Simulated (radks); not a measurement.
The sulfur anion S2-, [Ar], held by a Watson sphere: a shell of charge +2 at radius R that stands for the Madelung well of a crystal (potential energy -2/R inside, -2/r outside, in hartree with lengths in bohr). Method: scalar-relativistic Kohn-Sham, r2SCAN, spin-polarised, spherical densities, finite nucleus; meta-GGA in the generalised Kohn-Sham scheme; Fermi nuclear charge, rms radius of each element as measured or else 0.836 A^(1/3) + 0.57 fm; computed with a radial shooting solver on a logarithmic mesh with Libxc functionals.

[
 {"R (bohr)": "2.1", "e(2p) (eV)": "-156.07", "e(3s) (eV)": "-18.979", "e(3p) (eV)": "-8.592", "<r> 3p (bohr)": "2.084", "sum of <r^2> (bohr^2)": "39.92", "X-ray form factor at sin(theta)/lambda = 0.1 1/angstrom": "15.522"},
 {"R (bohr)": "2.63", "e(2p) (eV)": "-155.88", "e(3s) (eV)": "-17.379", "e(3p) (eV)": "-7.427", "<r> 3p (bohr)": "2.217", "sum of <r^2> (bohr^2)": "44.75", "X-ray form factor at sin(theta)/lambda = 0.1 1/angstrom": "15.299"},
 {"R (bohr)": "2.67", "e(2p) (eV)": "-155.86", "e(3s) (eV)": "-17.270", "e(3p) (eV)": "-7.339", "<r> 3p (bohr)": "2.227", "sum of <r^2> (bohr^2)": "45.10", "X-ray form factor at sin(theta)/lambda = 0.1 1/angstrom": "15.284"},
 {"R (bohr)": "3.4", "e(2p) (eV)": "-155.30", "e(3s) (eV)": "-15.562", "e(3p) (eV)": "-5.844", "<r> 3p (bohr)": "2.380", "sum of <r^2> (bohr^2)": "51.21", "X-ray form factor at sin(theta)/lambda = 0.1 1/angstrom": "15.048"},
 {"R (bohr)": "3.44", "e(2p) (eV)": "-155.27", "e(3s) (eV)": "-15.483", "e(3p) (eV)": "-5.769", "<r> 3p (bohr)": "2.387", "sum of <r^2> (bohr^2)": "51.53", "X-ray form factor at sin(theta)/lambda = 0.1 1/angstrom": "15.037"},
 {"R (bohr)": "3.86", "e(2p) (eV)": "-154.86", "e(3s) (eV)": "-14.723", "e(3p) (eV)": "-5.035", "<r> 3p (bohr)": "2.462", "sum of <r^2> (bohr^2)": "54.79", "X-ray form factor at sin(theta)/lambda = 0.1 1/angstrom": "14.934"},
 {"R (bohr)": "4.14", "e(2p) (eV)": "-154.59", "e(3s) (eV)": "-14.285", "e(3p) (eV)": "-4.596", "<r> 3p (bohr)": "2.507", "sum of <r^2> (bohr^2)": "56.90", "X-ray form factor at sin(theta)/lambda = 0.1 1/angstrom": "14.875"},
 {"R (bohr)": "4.43", "e(2p) (eV)": "-154.31", "e(3s) (eV)": "-13.880", "e(3p) (eV)": "-4.182", "<r> 3p (bohr)": "2.550", "sum of <r^2> (bohr^2)": "59.05", "X-ray form factor at sin(theta)/lambda = 0.1 1/angstrom": "14.822"},
 {"R (bohr)": "4.44", "e(2p) (eV)": "-154.31", "e(3s) (eV)": "-13.867", "e(3p) (eV)": "-4.169", "<r> 3p (bohr)": "2.552", "sum of <r^2> (bohr^2)": "59.12", "X-ray form factor at sin(theta)/lambda = 0.1 1/angstrom": "14.820"}
]
